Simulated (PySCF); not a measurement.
Spin-rotation constants: `C=C1C[SiH2][N+]#C[C@@H]1C#N`, [C₆H₇N₂Si]+, charge +1

Molfile (atoms numbered from 1):
```
C6H7N2Si
     RDKit          3D

 16 16  0  0  0  0  0  0  0  0999 V2000
   -3.9166    0.8851   -0.5444 C   0  0  0  0  0  0  0  0  0  0  0  0
   -2.6198    0.6485   -0.6609 C   0  0  0  0  0  0  0  0  0  0  0  0
   -1.5324    1.5265   -0.1106 C   0  0  0  0  0  0  0  0  0  0  0  0
   -0.3583    0.6690    1.1719 Si  0  0  0  0  0  4  0  0  0  0  0  0
   -0.4896   -0.9929    0.3364 N   0  0  0  0  0  0  0  0  0  0  0  0
   -1.2352   -1.1303   -0.5450 C   0  0  0  0  0  0  0  0  0  0  0  0
   -2.1845   -0.6271   -1.4583 C   0  0  2  0  0  0  0  0  0  0  0  0
   -1.5568   -0.2454   -2.7179 C   0  0  0  0  0  0  0  0  0  0  0  0
   -1.0835    0.1117   -3.6888 N   0  0  0  0  0  0  0  0  0  0  0  0
   -4.6740    0.2362   -0.9504 H   0  0  0  0  0  0  0  0  0  0  0  0
   -4.2766    1.7811   -0.0678 H   0  0  0  0  0  0  0  0  0  0  0  0
   -2.0006    2.4096    0.3257 H   0  0  0  0  0  0  0  0  0  0  0  0
   -0.9151    1.8848   -0.9441 H   0  0  0  0  0  0  0  0  0  0  0  0
    1.0582    0.9399    1.0062 H   0  0  0  0  0  0  0  0  0  0  0  0
   -0.9312    0.3621    2.4733 H   0  0  0  0  0  0  0  0  0  0  0  0
   -3.0396   -1.2786   -1.6611 H   0  0  0  0  0  0  0  0  0  0  0  0
  1  2  2  0
  2  3  1  0
  3  4  1  0
  4  5  1  0
  5  6  3  0
  6  7  1  0
  7  8  1  0
  8  9  3  0
  7  2  1  0
  1 10  1  0
  1 11  1  0
  3 12  1  0
  3 13  1  0
  4 14  1  0
  4 15  1  0
  7 16  1  6
M  CHG  1   5   1
M  END
```

Theory: GIAO PBE/pcSseg-1 magnetisability, rotational g tensor and spin-rotation constants, non-relativistic, gas phase in PySCF. Geometry: GFN2-xTB.

For an ion the centre-of-mass motion in the field is neglected.

Task: Give the nuclear spin-rotation constants along the inertial axes (H = +C I·J) beside the isotropic shieldings.

Result: Rotational constants 2.0820, 1.2093, 0.9856 GHz. A star marks the isotopologue with that one atom substituted, in its own axes.
| atom | isotope | Caa (kHz) | Cbb (kHz) | Ccc (kHz) | mean (kHz) | σ (ppm) |
| --- | --- | --- | --- | --- | --- | --- |
| N5 | 14N | 0.140 | 0.195 | 0.171 | 0.169 | 16.8 |
| N9 | 14N | 0.340 | 0.252 | 0.145 | 0.246 | -69.7 |
| H10 | 1H | -0.083 | -0.119 | -0.027 | -0.076 | 25.1 |
| H11 | 1H | -0.195 | 0.019 | -0.085 | -0.087 | 25.1 |
| H12 | 1H | -0.223 | -0.035 | -0.103 | -0.120 | 29.0 |
| H13 | 1H | -0.182 | -0.120 | -0.044 | -0.115 | 28.5 |
| H14 | 1H | -0.197 | -0.031 | -0.047 | -0.091 | 25.1 |
| H15 | 1H | -0.069 | -0.092 | -0.059 | -0.073 | 25.2 |
| H16 | 1H | -0.165 | -0.125 | -0.030 | -0.107 | 26.4 |
| C1 | 13C* | 0.601 | 0.457 | 0.320 | 0.459 | 40.5 |
| C2 | 13C* | 0.730 | 0.416 | 0.334 | 0.493 | 32.2 |
| C3 | 13C* | 0.333 | 0.193 | 0.135 | 0.220 | 158.7 |
| Si4 | 29Si* | -1.440 | -0.876 | -0.762 | -1.026 | 262.9 |
| C6 | 13C* | 0.206 | 0.586 | 0.476 | 0.423 | 23.8 |
| C7 | 13C* | 0.366 | 0.218 | 0.185 | 0.257 | 137.9 |
| C8 | 13C* | 0.532 | 0.415 | 0.213 | 0.387 | 79.7 |

For the geometry as given, no vibrational averaging.
